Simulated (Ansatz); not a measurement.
Start from `N#[C][Al]([F])[F]` and change one atom or group to get `[F][Al]([F])[O][SiH3]`.

Ansatz, PBE0-D4/def2-TZVP geometries, multiplicity 1. Each molecule was computed in one conformer, which needn't be the lowest.

```json
{"property": "HOMO energy (ωB97M-V/def2-TZVPP) / eV", "`N#[C][Al]([F])[F]`": "-12.87"}
{"property": "HOMO energy (PBE0/def2-TZVPP) / eV", "`N#[C][Al]([F])[F]`": "-10.53"}
{"property": "LUMO energy (PBE0/def2-TZVPP) / eV", "`N#[C][Al]([F])[F]`": "-2.03"}
{"property": "HOMO energy (B3LYP/def2-TZVPP) / eV", "`N#[C][Al]([F])[F]`": "-10.24"}
{"property": "HOMO energy (PBE/def2-TZVPP) / eV", "`N#[C][Al]([F])[F]`": "-8.98"}
{"property": "LUMO energy (ωB97M-V/def2-TZVPP) / eV", "`N#[C][Al]([F])[F]`": "-0.20"}
```

(1) Give the same properties after the change, and the shifts. (An estimate is asked.)

Results:

(1) Computed: 
| property | `[F][Al]([F])[O][SiH3]` | shift |
| --- | --- | --- |
| HOMO energy (ωB97M-V/def2-TZVPP) / eV | -11.45 | 1.42 |
| HOMO energy (PBE0/def2-TZVPP) / eV | -9.15 | 1.38 |
| LUMO energy (PBE0/def2-TZVPP) / eV | -1.23 | 0.80 |
| HOMO energy (B3LYP/def2-TZVPP) / eV | -8.94 | 1.30 |
| HOMO energy (PBE/def2-TZVPP) / eV | -7.69 | 1.29 |
| LUMO energy (ωB97M-V/def2-TZVPP) / eV | 0.37 | 0.57 |

With PBE0 the HOMO rises by 1.38 eV and the LUMO rises by 0.80 eV, so the gap narrows by about 0.58 eV. PBE moves the HOMO by 1.29 eV and ωB97M-V by 1.42 eV.

B3LYP here is the variant with VWN-RPA as its local correlation; programs differ in this.
